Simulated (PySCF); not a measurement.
## Basis-set dependence of SnS at CCSD(T)

PySCF, RHF reference; singlet, unpaired electrons none; De to Sn + S without counterpoise correction. Frozen cores follow the default of each basis and core potential.

```
       basis                           relativity  functions  Re (Å)  ωe (cm⁻¹)  De (eV)  frozen orbitals
    def2-SVP  scalar-relativistic core potentials         44   2.249        471     4.39                9
  x2c-SVPall                        spin-free X2C         54   2.247        474     4.41               23
   def2-SVPD  scalar-relativistic core potentials         59   2.265        459     4.52                9
x2c-TZVPPall                        spin-free X2C        102   2.221        487     4.83               23
```

(1) How does each smaller set differ from the one with most functions, x2c-TZVPPall?

Measured (Huber and Herzberg, Constants of Diatomic Molecules (1979)): Re = 2.209026 Å, ωe = 487.26 cm⁻¹. Correlated steps freeze the inner cores (9 to 23 orbitals); shallow outer-core shells are correlated. Correlated levels converge slowly with the basis: in double zeta they bind strong bonds too weakly, by up to about 1 eV, and carry superposition errors of some tenths. These are scalar-relativistic numbers at best; spin–orbit coupling would shift them, the dissociation energy most. Where the molecule has an RHF reference, its open-shell atoms are computed with UHF. The CCSD T1 diagnostic is raised in SnS, a sign that a single reference may not be enough there.

Results:

(1) def2-SVP: +2.8 pm, -3.3 % in ωe, -0.44 eV in De; x2c-SVPall: +2.6 pm, -2.7 % in ωe, -0.42 eV in De; def2-SVPD: +4.4 pm, -5.7 % in ωe, -0.31 eV in De. All at CCSD(T); the set with most functions is neither the basis-set limit nor always the best. The rows treat relativity differently, so the differences are not basis effects alone.
